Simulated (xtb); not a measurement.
CrO3, triplet, geometry from GFN2-xTB (such geometries of metal compounds can be far from the true shape) (the multiplicity is a formal guess); xtb with GFN0-xTB with ALPB(thf).

xtb was given this input:
```
$ xtb mol.xyz --gfn 0 --uhf 2 --alpb thf --json

# file mol.xyz
4

Cr    -0.00000000     0.00000000    -0.00000000
O     -1.06904109    -1.12345163    -0.13471675
O     -0.06369537     1.25002432    -0.92548535
O      1.13273646    -0.12657268     1.06020210
```

What the program printed (banner, timings and long lists left out):

```
   ID    Z sym.   atoms
    1   24 Cr     1
    2    8 O      2-4

           -------------------------------------------------
          |                Calculation Setup                |
           -------------------------------------------------

           -------------------------------------------------
          |                 G F N 0 - x T B                 |
           -------------------------------------------------

      * Solvation model:               ALPB
        Solvent                        thf
        Parameter file                 internal GFN-FF/ALPB
        Dielectric constant                7.6000E+00
        Reference state                gsolv [1 M gas/solution]
        Free energy shift                  4.8933E-03 Eh       3.0706E+00 kcal/mol
        Temperature                        2.9815E+02 K
        Density                            8.8300E-01 kg/L
        Solvent mass                       7.2106E+01 g/mol
        Interaction kernel             P16
        Born radius scaling (c1)           1.9917E+00
        Born radii integrator          GBOBC
        Born offset                        0.0000E+00 a0       0.0000E+00 AA
        H-bond correction              true
        Ion screening                  false
        Surface tension                    1.0000E-05 Eh       1.5569E+01 dyn/cm
        Grid points                               230 per atom

          ...................................................
          :                      SETUP                      :
          :.................................................:
          :  # basis functions                  22          :
          :  # atomic orbitals                  21          :
          :  # shells                            9          :
          :  # electrons                        24          :
          :  electronic temp.          300.0000000     K    :
          :  accuracy                    1.0000000          :
          :  -> integral cutoff          0.2500000E+02      :
          :  -> integral neglect         0.1000000E-07      :
          ...................................................

         :::::::::::::::::::::::::::::::::::::::::::::::::::::
         ::                     SUMMARY                     ::
         :::::::::::::::::::::::::::::::::::::::::::::::::::::
         :: total energy             -12.005333034139 Eh    ::
         :: total w/o Gsasa/hb       -11.997005536672 Eh    ::
         :: gradient norm              0.095629645237 Eh/a0 ::
         :: HOMO-LUMO gap              0.870214695886 eV    ::
         ::.................................................::
         :: H0 energy                -11.807405685470 Eh    ::
         :: repulsion energy           0.102908655883 Eh    ::
         :: electrostat energy        -0.299966117750 Eh    ::
         :: -> Gsolv                   0.000000000000 Eh    ::
         ::    -> Gsasa               -0.013220788606 Eh    ::
         ::    -> Gshift               0.004893291139 Eh    ::
         :: dispersion energy         -0.000869886801 Eh    ::
         :: short-range corr.          0.000000000000 Eh    ::
         :: add. restraining           0.000000000000 Eh    ::
         :: total charge              -0.000000000000 e     ::
         :::::::::::::::::::::::::::::::::::::::::::::::::::::

           -------------------------------------------------
          |                Property Printout                |
           -------------------------------------------------

    * Orbital Energies and Occupations

         #    Occupation            Energy/Eh            Energy/eV
      -------------------------------------------------------------
         1        2.0000           -0.6488030             -17.6548
         2        2.0000           -0.6465099             -17.5924
         3        2.0000           -0.6465099             -17.5924
         4        2.0000           -0.4649235             -12.6512
         5        2.0000           -0.4649235             -12.6512
         6        2.0000           -0.4648093             -12.6481
         7        2.0000           -0.4648093             -12.6481
         8        2.0000           -0.4517710             -12.2933
         9        1.9740           -0.4315198             -11.7423
        10        1.9740           -0.4315198             -11.7423
        11        1.9548           -0.4309777             -11.7275
        12        1.0973           -0.4259622             -11.5910
        13        1.0000           -0.2870985              -7.8123 (HOMO)
        14                         -0.2551187              -6.9421 (LUMO)
        15                         -0.2551187              -6.9421
        16                         -0.1192327              -3.2445
        17                         -0.1192327              -3.2445
        18                          0.1631010               4.4382
        19                          0.3254149               8.8550
        20                          0.7288719              19.8336
        21                          0.7288719              19.8336
      -------------------------------------------------------------
                  HL-Gap            0.0319798 Eh            0.8702 eV
             Fermi-level            0.0000000 Eh            0.0000 eV

     #   Z          covCN         q      C6AA      α(0)
     1  24 Cr       2.225     2.616   198.385    33.577
     2   8 O        0.742    -0.872    33.825     7.801
     3   8 O        0.742    -0.872    33.825     7.801
     4   8 O        0.742    -0.872    33.825     7.801

 Mol. C6AA /au·bohr⁶  :        942.774056
 Mol. C8AA /au·bohr⁸  :      43439.244512
 Mol. α(0) /au        :         56.981682

Wiberg/Mayer (AO) data.
largest (>0.10) Wiberg bond orders for each atom

 ---------------------------------------------------------------------------
     #   Z sym  total        # sym  WBO       # sym  WBO       # sym  WBO
 ---------------------------------------------------------------------------
     1  24 Cr   4.053 --     2 O    1.351     4 O    1.351     3 O    1.351
     2   8 O    1.768 --     1 Cr   1.351     3 O    0.209     4 O    0.209
     3   8 O    1.768 --     1 Cr   1.351     4 O    0.209     2 O    0.209
     4   8 O    1.768 --     1 Cr   1.351     3 O    0.209     2 O    0.209
 ---------------------------------------------------------------------------

Topologies differ in total number of bonds
Writing topology from bond orders to xtbtopo.mol

 dipole moment from electron density (au)
     X       Y       Z
  -0.0000  -0.0000   0.0000  total (Debye):    0.000

           -------------------------------------------------
          | TOTAL ENERGY              -12.005333034139 Eh   |
          | GRADIENT NORM               0.095629645237 Eh/α |
          | HOMO-LUMO GAP               0.870214695886 eV   |
           -------------------------------------------------

normal termination of xtb
```
